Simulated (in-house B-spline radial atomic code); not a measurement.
A fraction x of an electron is moved 3d → 5f in the iodine ion I⁴⁺, starting from [Kr] 4d10 5s2 5p1 and keeping the highest spin. Method: non-relativistic M06-2X, spin-polarised, spherical fractional occupations, point nucleus. Calculated with a B-spline radial code for spherical atoms.

Caution: exact exchange at fractional occupations of open shells leaves self-interaction of up to several eV.

```json
{"x": "0", "E(x) - E(0) (eV)": "0.0000", "3d down level (eV)": "-683.999", "5f up level (eV)": "-"}
{"x": "0.125", "E(x) - E(0) (eV)": "84.1144", "3d down level (eV)": "-688.528", "5f up level (eV)": "-13.743"}
{"x": "0.25", "E(x) - E(0) (eV)": "168.7116", "3d down level (eV)": "-693.058", "5f up level (eV)": "-14.290"}
{"x": "0.375", "E(x) - E(0) (eV)": "253.8073", "3d down level (eV)": "-697.595", "5f up level (eV)": "-14.826"}
{"x": "0.5", "E(x) - E(0) (eV)": "?", "3d down level (eV)": "?", "5f up level (eV)": "?"}
{"x": "0.625", "E(x) - E(0) (eV)": "425.5064", "3d down level (eV)": "-706.684", "5f up level (eV)": "-15.854"}
{"x": "0.75", "E(x) - E(0) (eV)": "512.1111", "3d down level (eV)": "-711.178", "5f up level (eV)": "-16.344"}
{"x": "0.875", "E(x) - E(0) (eV)": "?", "3d down level (eV)": "?", "5f up level (eV)": "?"}
{"x": "1", "E(x) - E(0) (eV)": "686.7966", "3d down level (eV)": "-719.906", "5f up level (eV)": "-17.272"}
```

Problem. What belongs in the row x = 0.5?

Solution. An energy change of 339.4049 eV; 3d down at -702.141 eV, 5f up at -15.347 eV.

Problem. What belongs in the row x = 0.875?

Solution. An energy change of 599.2107 eV; 3d down at -715.560 eV, 5f up at -16.816 eV.

Problem. Check Janak's theorem between x = 0.125 and 0.25.

Solution. The slope of the energy is 676.78 eV; the orbital levels give 676.78 eV (ε of the receiving orbital less ε of the emptying one, averaged over the two points).
